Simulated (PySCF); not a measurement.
Spinor energies of C²⁺ (carbon, charge +2)

Start: [He] 2s1 2p1; 2s1/2 filled at m_j = +1/2; 2p3/2 filled at m_j = +3/2. Calculated with PySCF 2.14 in x2c-TZVPall-2c (5s3p2d1f, 31 functions): generalised Hartree-Fock with the X2C-1e Hamiltonian and a Gaussian nucleus; one run each with spin-orbit coupling (SO) switched off, then screened by Boettger's factors. This is a chosen level, not necessarily the ground level.

```csv
spinor shell,electrons,"ε, spin-free (eV)","ε, screened SO (eV)",weight of nominal j (screened SO),"rms radius, screened SO (bohr)"
1s1/2,2,-342.46,-342.46,1.000,0.311
2s1/2,1,-49.494,-49.495,1.000,1.47
2p3/2,1,-41.319,-41.315,1.000,1.44
```

```csv
quantity,spin-free,screened SO
E (hartree),-36.24947,-36.24932
M_J,2,2
⟨J²⟩,6.002,6.002
⟨L²⟩,2.002,2.002
⟨S²⟩,2.000,2.000
```

Each row is a mean over spinors that exchange with the open shell spreads, by up to 3.010 eV (1s1/2).

Without spin-orbit coupling the j labels of p, d and f shells carry no meaning; the spin-free column gives the mean over the occupied spinors of each nl shell.
